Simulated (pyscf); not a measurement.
Optimised with ωB97X-D3(BJ)/def2-SVP in PySCF.

SMILES: [Re](=[O])([O]B)(=[O])=[O]
```xyz
8

B      0.3368     0.1009    -2.0695
O     -0.0102     0.8839    -0.9968
Re    -0.3008     0.6474     0.8397
O      0.6780     1.7208     1.7004
O      0.0777    -0.9328     1.2953
O     -1.9242     0.9503     1.1907
H      0.4222     0.6427    -3.1434
H      0.5382    -1.0779    -1.8878
```
Charge 0, spin multiplicity 1.

Task: What is the homolytic dissociation enthalpy (298 K, ωB97M-D3(BJ)/def2-TZVP) of the O–Re bond of `[BH2][O][Re](=[O])(=[O])=[O]`, to H₂B–O• + [O=Re(=O)=O]•?

Result: O–Re to H₂B–O• + [O=Re(=O)=O]•: 338.1 kJ/mol. The 7 functionals that were run give +337.9 (PBE) to +362.5 kJ/mol (ωB97X-D3(BJ)/def2-TZVP). The radicals are drawn with the spin at the cut bond; how far it spreads was not checked. Other isomers of H₂B–O•, [O=Re(=O)=O]• were not searched in full and may lie lower. Open-shell species with a d-block atom are single-reference here; other states, and whether the spin sits on metal or ligand, were not checked. Elements past Kr carry the def2 core potentials, without spin-orbit coupling.
